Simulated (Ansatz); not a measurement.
**Ligand exchange: GeH3Cl + C2ClF5 → GeH3F + C2Cl2F4**

Species: GeH3Cl (chlorogermane) `[Cl][GeH3]`, singlet; C2ClF5 (chloropentafluoroethane) `FC(F)(F)C(F)(F)Cl`, singlet; GeH3F (fluorogermane) `[F][GeH3]`, singlet; C2Cl2F4 (dichlorotetrafluoroethane) `FC(F)(Cl)C(F)(F)Cl`, singlet. The partners trade Cl for F: Ge–Cl and C–F bonds give way to Ge–F and C–Cl.

Shapes, held fixed at every level: PBE0-D4/def2-TZVP. Flexible molecules stand in one conformer, not always the lowest. Programs: Ansatz 0.2.0. The zero-point and thermal change to 298 K, harmonic and unscaled (PBE0-D4/def2-TZVP), is -2.4 kJ/mol.

| level | kind | ΔH(298 K) (kJ/mol) | CPU time (sum over the molecules) |
| --- | --- | --- | --- |
| PBE-D4/def2-TZVPP | GGA | +41.9 | 22 s |
| r2SCAN-D4/def2-TZVPP | meta-GGA | +47.0 | 43 s |
| B3LYP-D4/def2-TZVPP | global hybrid | +43.5 | 52 s |
| PBE0-D4/def2-TZVPP | global hybrid | +51.4 | 33 s |
| r2SCAN0-D4/def2-TZVPP | global hybrid | +54.2 | 50 s |
| B2PLYP/def2-TZVPP | double hybrid | +44.5 | 56 s |
| MP2/def2-TZVPP | perturbation theory | +41.6 | – |

MP2/def2-TZVPP gives ΔH(298 K) = +41.6 kJ/mol; the levels span +41.6 to +54.2. The median of the levels is +44.5. No measured value is set beside it here. Relativity is left out for Ge unless named. Correlated rows may include outer-core shells of Ge, which these sets cover unevenly. Times are processor times on shared x86 and Arm servers, and rough.
